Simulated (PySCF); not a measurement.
Compound: C₅H₁₃NSi.
Numbering: `[NH2:1][SiH:2]1[CH2:3][CH2:4][CH2:5][CH2:6][CH2:7]1` (hydrogens: H8, H9 on N1; H10 on Si2; H11, H12 on C3; H13, H14 on C4; H15, H16 on C5; H17, H18 on C6; H19, H20 on C7)

Structure used (PBE0-D3(BJ)/def2-SVP), in Å, numbered top down from 1:
```xyz
20
C5H13NSi angstrom
N      2.2063   -0.4404    0.7208
Si     1.1821    0.3568   -0.4433
C      0.0886   -0.9475   -1.2440
C     -0.9527   -1.4600   -0.2414
C     -1.8065   -0.3562    0.3862
C     -1.0361    0.6331    1.2628
C     -0.0058    1.4721    0.4966
H      2.7287    0.1299    1.3780
H      2.7847   -1.2140    0.4093
H      1.9212    1.1418   -1.4940
H     -0.4138   -0.4829   -2.1121
H      0.6889   -1.7795   -1.6502
H     -0.4371   -2.0095    0.5658
H     -1.6178   -2.1907   -0.7330
H     -2.5985   -0.8245    0.9936
H     -2.3292    0.1991   -0.4154
H     -0.5218    0.0710    2.0620
H     -1.7565    1.2972    1.7705
H      0.5354    2.1513    1.1772
H     -0.5146    2.1213   -0.2394
```

The calculation used PBE0-D3(BJ)/def2-SVP geometry optimisation, gas phase in PySCF 2.14.0.

Masses are those of the commonest isotopes; rigid-rotor values at the optimised geometry. The values belong to one conformer with, in the numbering `[NH2:1][SiH:2]1[CH2:3][CH2:4][CH2:5][CH2:6][CH2:7]1`, H–N1–Si2–C3 -168° and 55°, N1–Si2–C3–C4 70°, Si2–C3–C4–C5 55°, C3–C4–C5–C6 -65°, C4–C5–C6–C7 65°.

Q: Give the principal moments of inertia and the rotational constants in cm⁻¹.

A: Ia = 175.43, Ib = 261.41, Ic = 334.53 u·Å²; 505379 MHz·u·Å²/I gives 2881, 1933 and 1511 MHz, that is A = 0.09609, B = 0.06449, C = 0.05039 cm⁻¹.

Q: What kind of rotor is it?

A: An asymmetric top: κ = (2 × 1933 − 2881 − 1511)/(2881 − 1511) = -0.38.

Q: What does the inertial defect say?

A: Not planar: Δ = Ic − Ia − Ib = -102.32 u·Å². For a rigid frame Δ = −2 Σ m c², so Σ m c² = 51.16 u·Å² lies off the ab plane: 17.54 from hydrogen and 33.62 from heavier atoms. The atom farthest from that plane is 1.66 Å away.

Q: Give the other two planar moments, Paa and Pbb, and the rms extents of the mass along the axes.

A: Paa = Σ m a² = (Ib + Ic − Ia)/2 = 210.25 and Pbb = Σ m b² = (Ia + Ic − Ib)/2 = 124.27 u·Å². With the mass M = 115.08 u, the rms extents √(P/M) along a, b and c are 1.35, 1.04, 0.67 Å.

Q: Where do the levels up to J = 2 lie, in MHz?

A: Above 0(0,0):
J = 1: 1(0,1) 3444, 1(1,1) 4391, 1(1,0) 4814
J = 2: 2(0,2) 10219, 2(1,2) 10857, 2(1,1) 12125, 2(2,1) 14967, 2(2,0) 15080
Those of J = 1 are B + C, A + C and A + B.

Q: Which lines would a microwave search look for?

A: The dipole components are |μa| = 0.67 D, |μb| = 0.00 D, |μc| = 0.56 D; the mirror of this Cs structure is the ac plane, so μb vanishes by symmetry and there are no b-type lines. The squared components, which scale the intensities, stand as 1.00 : 0.69 (a : c). Some of the stronger lines:

```
type  branch         J(Ka,Kc)    MHz  lower level (cm⁻¹)
   c       Q  3(1,3) ← 3(0,3)    348               0.672
   a       Q  4(2,2) ← 4(2,3)   1353               1.300
   a       R  2(1,1) ← 1(1,0)   7310               0.161
   a       R  3(2,1) ← 2(2,0)  10739               0.503
   c       R  3(1,2) ← 2(0,2)  12788               0.341
   a       R  4(3,2) ← 3(3,1)  13955               1.039
   a       R  5(1,5) ← 4(1,4)  15827               1.109
   a       R  5(0,5) ← 4(0,4)  15921               1.104
   a       R  5(2,4) ← 4(2,3)  16971               1.300
   a       R  5(4,1) ← 4(4,0)  17491               1.770
   a       R  5(2,3) ← 4(2,2)  18248               1.346
   c       R  5(1,4) ← 4(0,4)  21844               1.104
   c       R  5(3,2) ← 4(2,2)  22700               1.346
```

Q: Estimate the classical rotational partition function at 10 K, 50 K and 100 K.

A: Point group Cs, symmetry number σ = 1; q = (√π/σ)·√((kT/h)³/(ABC)), k/h = 20836.6 MHz/K: 1840 at 10 K, 20500 at 50 K, 58100 at 100 K.

Whether it is a minimum is left open (no frequencies). No vibrational averaging or centrifugal distortion is included, and the geometry carries the error of its method. A rigid rotor knows nothing of inversion at nitrogen, which can split or shift real lines. Quadrupole hyperfine structure (14N) is left out.
